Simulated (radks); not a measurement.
Effect of the nuclear size on the zirconium ion Zr3+, [Kr] 4d1. Method: Dirac Kohn-Sham, PBE, spin-unpolarised, spherical densities, finite nucleus; open shells fill j = l - 1/2 first; Fermi nuclear charge, rms radius 4.2694 fm; computed with a radial shooting solver on a logarithmic mesh with Libxc functionals. The rms radius is varied about that value; shifts are against it.

| rms radius (fm) | total energy shift (eV) | density at nucleus (e/bohr^3) | 1s1/2 shift (meV) | 2s1/2 shift (meV) | 4s1/2 shift (meV) | 4p1/2 shift (meV) | 5s1/2 (empty) shift (meV) |
|---|---|---|---|---|---|---|---|
| 3.6802 | -0.281 | 7.584e+04 | -119 | -12.5 | -0.327 | 0.033 | -0.060 |
| 3.851 | -0.204 | 7.55e+04 | -86.1 | -9.06 | -0.237 | 0.024 | -0.044 |
| 4.2694 | 0 | 7.474e+04 | 0.000 | 0.000 | 0.000 | 0.000 | 0.000 |
| 4.6878 | 0.222 | 7.406e+04 | 94.1 | 9.90 | 0.259 | -0.026 | 0.048 |
| 5.1916 | 0.515 | 7.332e+04 | 218 | 22.9 | 0.599 | -0.060 | 0.110 |

Slopes of the eigenvalues against <r^2> in GHz/fm^2, as finite differences over the two radii next to the reference (eigenvalue slopes, not the field-shift constants of lines): 1s1/2 6100, 2s1/2 642, 4s1/2 16.8, 4p1/2 -1.69, 5s1/2 (empty) 3.09.
